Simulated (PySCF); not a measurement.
Species: C₃H₆O₂Si.
Atom-mapped SMILES: `[O:1]=[CH:2]/[CH:3]=[CH:4]/[O:5][SiH3:6]` (hydrogens: H7 on C2; H8 on C3; H9 on C4; H10, H11, H12 on Si6)

Torsions of this conformer, `[O:1]=[CH:2]/[CH:3]=[CH:4]/[O:5][SiH3:6]`: O1–C2–C3–C4 0°, C3–C4–O5–Si6 170°.

The closed-shell ground state was solved at several levels (PySCF, density fitting, gas phase, non-relativistic). One conformer (not necessarily the lowest) at the PBE0-D3(BJ)/def2-SVP geometry, without solvent, vibrations or thermal averaging.

```
              level  basis functions  total energy (Eh)  HOMO (eV)  LUMO (eV)  gap (eV)  dipole (D)
       PBE0/cc-pVDZ              118          -557.4433      -6.97      -1.20      5.77        3.32
     B3LYP/pcSseg-1              139          -557.8559      -6.96      -1.67      5.29        3.44
BHandHLYP/def2-SVPD              178          -557.4370      -8.35      -0.54      7.81        3.50
 BHandHLYP/pcSseg-1              139          -557.6710      -8.28      -0.34      7.94        3.39
     B97-D/pcSseg-1              139          -557.6448      -5.58      -2.33      3.25        3.52
  mPW1PW91/pcSseg-1              139          -557.7621      -7.27      -1.48      5.79        3.44
   wB97X-D/pcSseg-1              139          -557.7270      -9.11       0.33      9.44        3.40
      LDA/def2-SVPD              178          -554.2768      -5.78      -2.84      2.94        3.68
```

Question: What might PBE0/6-31G* (100 basis functions) give for the same quantities?

Answer: Total energy -557.4059 Eh, HOMO -6.93 eV, LUMO -1.09 eV, gap 5.84 eV, dipole 3.37 D.

Question: Over all these levels, which gives the widest orbital gap and which the narrowest?

Answer: wB97X-D/pcSseg-1 (range-separated hybrid) has the widest, 9.44 eV, and LDA/def2-SVPD (LDA) the narrowest, 2.94 eV. Functional and basis both differ between the two, so the spread mixes both effects.

Question: In the pcSseg-1 basis, how does the gap go with the fixed share of exact exchange?

Answer: B97-D (0 %) 3.25 eV; B3LYP (20 %) 5.29 eV; mPW1PW91 (25 %) 5.79 eV; BHandHLYP (50 %) 7.94 eV. Each rise in the share widens the gap here.

Question: How far do the dipole and the HOMO energy spread over the levels?

Answer: The dipole runs from 3.32 to 3.68 D (mean 3.45 D) and the HOMO from -9.11 to -5.58 eV.

Note: B97-D and wB97X-D ran without an empirical dispersion term, which enters the total energy and its gradient alone.
